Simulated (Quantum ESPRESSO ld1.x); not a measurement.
Values are calculated unless marked as measured or tabulated.
Task: Radial electron density D(r) = 4 pi r^2 rho(r) of an atom or ion with 46 electrons. Code: ld1.x of Quantum ESPRESSO 7.5. Model: Dirac Kohn-Sham, BLYP, spin-unpolarised, spherical densities, point nucleus.

```
   r/bohr * D(r) (the largest magnitude, 99.7, reaches the edge; | marks zero)
 0.001301 | *
 0.001694 |   *
 0.002224 |     *
 0.002919 |        *
 0.003801 |            *
 0.004989 |                 *
 0.006549 |                       *
 0.008596 |                               *
  0.01119 |                                     *
  0.01469 |                                         *
  0.01928 |                                          *
  0.02511 |                                       *
  0.03296 |                                    *
  0.04326 |                                        *
  0.05679 |                                                *
  0.07394 |                                                      *
  0.09706 |                                                 *
   0.1274 |                                         *
   0.1659 |                                          *
   0.2177 |                                              *
   0.2858 |                                   *
   0.3751 |                  *
   0.4885 |                *
   0.6412 |                  *
   0.8416 |           *
    1.096 |   *
    1.438 *
    1.888 *
    2.478 *
```

What is the nuclear charge?

Result: Z = 58. The innermost maximum, from 1s, lies near gamma/Z bohr with gamma = sqrt(1 - (Z/c)^2) = 0.906, here 0.0156 bohr (found: 0.0172), and its height grows with Z. The density is that of the cerium ion Ce12+ in [Kr] 4d10; the configuration itself is not fixed sharply by these data, and Z only to a few units. D(r) has 4 maxima, at r = 0.0172, 0.0757, 0.213, 0.601 bohr, and minima at 0.0335, 0.141, 0.437 bohr, inside which lie 2.03, 11.23, 28.96 electrons.
